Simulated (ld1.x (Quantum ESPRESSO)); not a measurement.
**u(r) = r·R(r): atom against pseudo-atom (phosphorus (P))**

Columns: radius, all-electron u(r) and pseudo u(r) of the 3p shell (level -24.29 eV) of phosphorus in the configuration [Ne] 3s2 3p1; PBE, non-relativistic, TM scheme, ld1.x (Quantum ESPRESSO) 7.5.

| r (bohr) | all-electron | pseudo |
| --- | --- | --- |
| 0.075 | 0.1063 | -0.0041 |
| 0.150 | 0.2519 | -0.0163 |
| 0.225 | 0.3392 | -0.0362 |
| 0.300 | 0.3585 | -0.0633 |
| 0.375 | 0.3230 | -0.0969 |
| 0.450 | 0.2504 | -0.1361 |
| 0.525 | 0.1555 | -0.1800 |
| 0.600 | 0.0496 | -0.2275 |
| 0.675 | -0.0592 | -0.2778 |
| 0.750 | -0.1655 | -0.3299 |
| 0.825 | -0.2657 | -0.3830 |
| 0.900 | -0.3577 | -0.4363 |
| 0.975 | -0.4401 | -0.4890 |
| 1.050 | -0.5126 | -0.5403 |
| 1.125 | -0.5753 | -0.5891 |
| 1.200 | -0.6283 | -0.6341 |
| 1.275 | -0.6721 | -0.6739 |
| 1.350 | -0.7069 | -0.7073 |
| 1.425 | -0.7334 | -0.7334 |
| 1.500 | -0.7520 | -0.7520 |
| 1.575 | -0.7634 | -0.7634 |
| 1.650 | -0.7683 | -0.7683 |
| 1.725 | -0.7676 | -0.7676 |
| 1.800 | -0.7618 | -0.7618 |
| 1.875 | -0.7517 | -0.7517 |
| 1.950 | -0.7379 | -0.7379 |

Q: How many radial nodes do the two functions have?

A: The all-electron 3p function has n − l − 1 = 1; the pseudo-wave has 0, since the states of the same l below it are removed with the core.

Q: At about which radius was the pseudo-wave matched?

A: 1.50 bohr. The columns agree to 0.0005 from 1.35 bohr on; several derivatives are matched, so the curves merge somewhat inside the radius.

Q: Where does each function peak?

A: Outermost all-electron maximum near 1.65 bohr, pseudo maximum near 1.65 bohr (to the table’s step).

Q: Is the pseudo-wave norm-conserving?

A: Yes: the TM scheme keeps the norm inside the radius equal to the all-electron one, which fixes the energy derivative of the logarithmic derivative at the level.
